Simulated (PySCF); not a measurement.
```xyz
15

B     -1.8258     1.0820     0.4124
C     -0.8011    -0.0243     0.0868
C     -1.3127    -1.2545    -0.0851
C      0.6590     0.2134    -0.0362
C      1.1865     1.4233     0.1267
C      1.5425    -0.9579    -0.3534
H     -2.9748     0.7760     0.4866
H     -1.5339     2.2209     0.5935
H     -0.7097    -2.1241    -0.3167
H     -2.3770    -1.4225     0.0057
H      2.2530     1.5803     0.0336
H      0.5823     2.2877     0.3553
H      1.2659    -1.4166    -1.3051
H      2.5841    -0.6503    -0.4155
H      1.4617    -1.7335     0.4113
```

Charge 0, multiplicity 1.

Give the Mulliken and meta-Löwdin atomic charges from PySCF with CAM-B3LYP-D3(BJ)/def2-TZVP.


| atom | Mulliken (e) | meta-Löwdin (e) |
|---|---|---|
| B1 | -0.01 | 0.00 |
| C2 | 0.02 | -0.08 |
| C3 | -0.24 | -0.19 |
| C4 | 0.06 | 0.04 |
| C5 | -0.29 | -0.27 |
| C6 | -0.42 | -0.34 |
| H7 | -0.01 | 0.00 |
| H8 | -0.02 | 0.00 |
| H9 | 0.14 | 0.12 |
| H10 | 0.14 | 0.13 |
| H11 | 0.11 | 0.11 |
| H12 | 0.13 | 0.12 |
| H13 | 0.13 | 0.12 |
| H14 | 0.12 | 0.12 |
| H15 | 0.13 | 0.12 |
